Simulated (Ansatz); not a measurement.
Reaction (ligand exchange at the Si–O bond): `[CH3][SnH2][SiH2]O` + H–F → `[CH3][SnH2][SiH2]F` + H₂O

Gas-phase electronic energies from Ansatz, PBE0-D4/def2-TZVP geometries. CCSD(T)/CBS adds triple-zeta CCSD(T) − MP2 to the extrapolated MP2 energy (def2 sets, frozen cores). This one scheme is used for every species. Functionals use def2-TZVPP. def2 core potentials past Kr. For Sn outer-core shells are correlated without core-valence functions, which leaves a few kJ/mol of doubt a bond. One conformer a species, not always the lowest.

`[CH3][SnH2][SiH2]O`:

Cartesian coordinates in Å:
```
C -0.529 2.069 0.120
Sn 0.264 0.280 1.002
Si 0.664 -1.560 -0.755
O -0.754 -2.107 -1.412
H 0.188 2.480 -0.591
H -1.458 1.843 -0.405
H -0.728 2.809 0.895
H -0.851 -0.282 2.182
H 1.717 0.664 1.826
H 1.439 -1.024 -1.902
H 1.442 -2.678 -0.146
H -1.395 -2.494 -0.813
```

H–F:

Z-matrix (Å, degrees):
```
F
H 1 0.920
```

`[CH3][SnH2][SiH2]F`:

Cartesian coordinates in Å:
```
C 0.745 -0.219 -1.784
Sn -0.032 0.942 -0.157
Si -0.646 -0.568 1.830
F -1.720 -1.664 1.342
H 0.980 0.436 -2.624
H 0.004 -0.954 -2.100
H 1.651 -0.737 -1.471
H 1.147 2.077 0.346
H -1.407 1.813 -0.684
H -1.257 0.184 2.958
H 0.536 -1.311 2.344
```

H₂O:

Cartesian coordinates in Å:
```
O 0.380 0.051 -0.068
H -0.245 -0.450 -0.596
H -0.135 0.399 0.664
```

```
             level  ΔE (kJ/mol)  difference from CCSD(T)/CBS
            PBE-D4        -40.6                          1.9
         r2SCAN-D4        -43.5                         -1.0
           PBE0-D4        -40.5                          2.0
            r2SCAN        -44.0                         -1.5
     HF/def2-TZVPP        -50.4                         -7.9
    MP2/def2-TZVPP        -39.0                          3.5
SCS-MP2/def2-TZVPP        -42.1                          0.4
   CCSD/def2-TZVPP        -42.7                         -0.2
     MP2/CBS(def2)        -40.3                          2.2
    CCSD/CBS(def2)        -44.1                         -1.6
       CCSD(T)/CBS        -42.5                            0
```

Largest T1 diagnostic among the species: 0.012.

In def2-TZVPP, CCSD(T) changes the Hartree–Fock value by +9.2 kJ/mol (the triples alone add +1.5 kJ/mol) and MP2 by +11.4 kJ/mol. The D4 term adds +3.2 kJ/mol with B3LYP and +1.8 kJ/mol with PBE0; it sums over pairs of atoms, weighted by their polarisabilities, and B3LYP, whose exchange is more repulsive, gets the larger term.

B3LYP here is the variant with VWN-RPA as its local correlation; programs differ in this.
